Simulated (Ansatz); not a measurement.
`C#C[SiH2][SiH2]C` + `BS` → `BS[SiH2]C` + `C#C[SiH3]`  (cleavage of the Si–Si bond)

Isolated molecules relaxed with PBE0-D4/def2-TZVP in Ansatz; ΔE leaves out vibrations. CCSD(T)/CBS is the MP2 limit (def2-TZVPP, def2-QZVPP) plus CCSD(T) − MP2 in def2-TZVPP, frozen cores. This one scheme is used for every species. Functionals use def2-TZVPP. B3LYP here is the variant with VWN-RPA as its local correlation; programs differ in this. One conformer a species, not always the lowest.

CCSD(T)/CBS gives -12.9 kcal/mol.

Task: Another level gave -11.7 kcal/mol. Which?
A. PBE-D4/def2-TZVPP
B. PBE0-D4/def2-TZVPP
C. HF/def2-TZVPP
D. B3LYP-D4/def2-TZVPP

Result: D. B3LYP-D4 -11.7, HF/def2-TZVPP -14.9, PBE0-D4 -10.5, PBE-D4 -9.5 kcal/mol.

Largest T1 diagnostic among the species: 0.015.

From PBE to PBE0 (25 % exact exchange), in def2-TZVPP and without D4, ΔE moves by −1.1 kcal/mol.
